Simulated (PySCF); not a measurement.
**Excitation energy of Cl+ by level of theory**

Cl+ [Ne] 3s2 3p4 (3P) → Cl+ [Ne] 3s2 3p3 4s1 (5S), as a difference of total energies. Calculation: PySCF 2.14, in aug-cc-pwCVTZ (8s7p5d3f, 75 functions); the non-relativistic Hamiltonian (point nucleus). Correlated levels: nothing frozen. The calculations carry no spin-orbit coupling.

| method | excitation energy (eV) | error (eV) |
| --- | --- | --- |
| UHF | 12.670 | -0.663 |
| MP2 (all electrons) | 13.072 | -0.261 |
| SCS-MP2 (all electrons) | 13.294 | -0.039 |
| CCSD (all electrons) | 13.209 | -0.124 |
| CCSD(T) (all electrons) | 13.205 | -0.128 |

Reference: 13.333 eV (measured; NIST levels, between the centres of gravity of the two terms).

Errors of the correlated levels include the incompleteness of this basis.
